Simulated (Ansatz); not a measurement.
`BNCC` + CH₃NH₂ → `BNCCN` + CH₄  (formal exchange of groups at a C–C bond)

Gas-phase electronic energies from Ansatz, PBE0-D4/def2-TZVP geometries. CBS: MP2 limit from def2 TZ/QZ plus the TZ coupled-cluster correction, frozen cores. This one scheme is used for every species. Each species was taken in one conformer, which may not be the lowest.

| species | HF/def2-TZVPP energy (Eh) |
| --- | --- |
| `BNCC` | -159.61945 |
| CH₃NH₂ | -95.25712 |
| `BNCCN` | -214.66789 |
| CH₄ | -40.21433 |

Task: Work out ΔE.

Result: ΔE = (-214.66789) + (-40.21433) − (-159.61945) − (-95.25712) = -0.00565 Eh = -0.15 eV. CCSD(T)/CBS gives -0.23 eV.

Largest T1 diagnostic among the species: 0.012.

The D4 term adds −0.04 eV with B3LYP and −0.02 eV with PBE0; it sums over pairs of atoms, weighted by their polarisabilities, and B3LYP, whose exchange is more repulsive, gets the larger term. In def2-TZVPP, CCSD(T) changes the Hartree–Fock value by −0.08 eV (the triples alone add −0.02 eV) and MP2 by −0.10 eV.

B3LYP here is the variant with VWN-RPA as its local correlation; programs differ in this.
